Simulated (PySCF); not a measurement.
Spinor energies of Pt³⁷⁺ (platinum, charge +37)

Start: [Kr] 4d5; 4d3/2 filled at m_j = -3/2, -1/2, +1/2, +3/2; 4d5/2 filled at m_j = +5/2. Calculated with PySCF 2.14 in an even-tempered Gaussian basis (17 s from 4.1 bohr⁻², ratio 2.8; 14 p from 5.4 bohr⁻², ratio 2.8; 9 d from 5.4 bohr⁻², ratio 2.8; 3 f from 22 bohr⁻², ratio 3): generalised Hartree-Fock with the X2C-1e Hamiltonian and a Gaussian nucleus; one run each with spin-orbit coupling (SO) switched off, then screened by Boettger's factors.

```
spinor shell  electrons  ε, spin-free (eV)  ε, screened SO (eV)  weight of nominal j (screened SO)  rms radius, screened SO (bohr)
       1s1/2          2           -80413.5             -80382.9                              1.000                          0.0194
       2s1/2          2           -15586.3             -15575.7                              1.000                          0.0783
       2p1/2          2           -13729.9             -14974.4                              1.000                          0.0663
       2p3/2          4           -13729.9             -13235.4                              1.000                          0.0742
       3s1/2          2            -4911.2              -4907.1                              1.000                           0.198
       3p1/2          2            -4359.0              -4640.2                              1.000                           0.189
       3p3/2          4            -4359.0              -4243.6                              1.000                           0.205
       3d3/2          4            -3759.6              -3811.6                              1.000                           0.179
       3d5/2          6            -3759.6              -3720.8                              1.000                           0.183
       4s1/2          2            -2127.9              -2126.3                              1.000                           0.412
       4p1/2          2            -1918.8              -2014.2                              0.999                           0.413
       4p3/2          4            -1918.8              -1878.3                              0.999                           0.443
       4d3/2          4            -1700.4              -1707.5                              0.988                           0.427
       4d5/2          1            -1700.4              -1681.9                              1.000                           0.434
```

| quantity | spin-free | screened SO |
| --- | --- | --- |
| E (hartree) | -17592.12067 | -17620.45296 |
| M_J | 5/2 | 5/2 |
| ⟨J²⟩ | 8.750 | 8.753 |
| ⟨L²⟩ | 0.000 | 5.804 |
| ⟨S²⟩ | 8.750 | 3.086 |

Each row is a mean over spinors that exchange with the open shell spreads, by up to 18.903 eV (4p3/2).

Breit and QED terms are absent; they matter most for the inner s and p1/2 levels.

Densities and radii are taken from the X2C orbitals without a picture-change correction, which distorts them close to the nucleus.

Without spin-orbit coupling the j labels of p, d and f shells carry no meaning; the spin-free column gives the mean over the occupied spinors of each nl shell.
